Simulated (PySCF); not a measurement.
A structure optimised at PBE-D3(BJ)/def2-SVP, used in a PySCF frequency run:

```
C
F 1 1.3261
C 1 1.3478 2 123.60
H 3 1.0974 1 121.34 2 180.00
Cl 3 1.7267 4 116.75 1 180.00
Br 1 1.8882 2 114.13 3 180.00
```

Question: Write its SMILES, formula and point group.

Answer: F/C(Br)=C\Cl, C2HBrClF, Cs

Question: What are its rotational constants (standard atomic weights)?

Answer: 8.2833, 0.96906, 0.86756 GHz
